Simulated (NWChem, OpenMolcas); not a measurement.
**How basis sets differ on GaH2OF (SMILES [OH][GaH][F])**

GaH2OF has 5 atoms, charge 0, and is taken as a singlet. SMILES: `[OH][GaH][F]`. Geometry: relaxed at PBE0-D4/def2-TZVP. This is one conformer, not always the lowest.

Quantity: the HOMO–LUMO gap, in eV. The values are calculated.

```tsv
level	kind	program	value (eV)
HF/ANO-R0 (sfX2C)	Hartree–Fock	OpenMolcas	13.33
HF/ANO-RCC-MB (DKH2)	Hartree–Fock	OpenMolcas	14.80
HF/STO-3G	Hartree–Fock	OpenMolcas	13.63
HF/3-21G	Hartree–Fock	NWChem	14.52
HF/cc-pVDZ	Hartree–Fock	OpenMolcas	14.94
```

All-electron rows without a relativistic Hamiltonian named are non-relativistic. The values span 13.33 to 14.94 eV. A Hartree–Fock LUMO above zero doesn't converge with the basis: it sinks as sets grow more diffuse. Orbital gaps aren't excitation energies.
